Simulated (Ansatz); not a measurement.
The cluster K₆S₃⁻. The state is a doublet with charge -1. Geometry r2SCAN-D4/def2-SVPD; atoms count from 1.

Cartesian coordinates in Å:
```
K 0.1702 -1.6626 -4.2709
K -1.0916 -2.1041 0.0264
K -0.9924 1.6239 0.7093
K 0.2475 2.5813 -3.5662
K 2.2648 -0.0611 -0.4917
K 0.3831 0.8504 4.7102
S -1.3608 -0.6710 2.7073
S 0.7506 -0.7068 2.1333
S -0.3714 0.1500 -1.9576
```

The relaxed charge -1 doublet is spin-contaminated (final ⟨S²⟩ up to 1.28, 0.75 for a pure state). The geometry of the doublet was relaxed on an unsound state (⟨S²⟩ 1.29, where a pure state has 0.75). The structure comes from a short search, and lower isomers may exist.

(1) Estimate the Mulliken populations from the PBE0/def2-TZVPD orbitals of Ansatz.

(2) Where does the spin sit?

(3) And the Mayer bond orders between bonded heavy atoms (over 0.3)?

Answers

(1) 
```tsv
atom	charge (e)	spin (α − β)
K1	0.05	0.53
K2	0.60	0.08
K3	0.47	0.30
K4	0.06	-0.49
K5	0.57	0.00
K6	0.27	0.55
S7	-0.91	0.02
S8	-0.81	0.00
S9	-1.30	0.02
```
Mulliken values and Mayer orders depend strongly on the basis. With diffuse functions, as here, like atoms can get unlike values, and bond orders can come out too low or too high.

(2) Summed by element: K 0.96, S 0.04, of 1 unpaired in all. Largest on single atoms: K6 0.55, K1 0.53, K4 -0.49.

(3) S7–S8 0.83 (2.19 Å).
